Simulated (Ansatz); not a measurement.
Molecule: CuF2, charge 0, multiplicity 2. The spin state was set by rule; other spins were not relaxed. 
Structure (B3LYP-D3(BJ)/def2-TZVP (Ansatz, a first-principles code) minimum search):
```xyz
3

Cu     0.0000     0.0000     0.0000
F      0.0000     0.0000     1.7336
F      0.0000     0.0000    -1.7336
```
Charge 0, spin multiplicity 2.

Property: atomisation energy (electronic, to ground-state atoms), in kcal/mol. Cores are frozen in the correlated levels unless marked. UHF or UKS for open shells. Spin-orbit coupling is left out. Frozen are the shells of the preceding noble gas and the d and f shells that filled before the atom's block. No relativistic terms. The coupled-cluster limit lacks core correlation, which all-electron functionals hold. Basis-set limits of correlation are two-point, X^-3; Hartree-Fock from the larger set. The bracket is a focal-point correction in the basis named.

| level | program | atomisation energy (kcal/mol) |
|---|---|---|
| HF/def2-SVPD | Ansatz | 151.9 |
| PBE-D4/def2-TZVPD | Ansatz + dftd4 | 187.5 |
| B3LYP/def2-TZVPD | Ansatz | 172.8 |
| PBE0/STO-3G | Ansatz | 191.1 |
| r2SCAN0-D4/def2-TZVPD | Ansatz + dftd4 | 175.8 |
| PBE-QIDH/def2-TZVPD | Ansatz | 174.6 |
| RPA@PBE/def2-TZVPP | Ansatz | 157.1 |
| MP2/def2-TZVPPD | Ansatz | 170.6 |
| RI-MP2/def2-QZVPP | Ansatz | 173.3 |
| RI-MP2/CBS(def2-TZVPPD,def2-QZVPPD)+[CCSD(T)-MP2]/def2-TZVPPD | Ansatz | 183.5 |
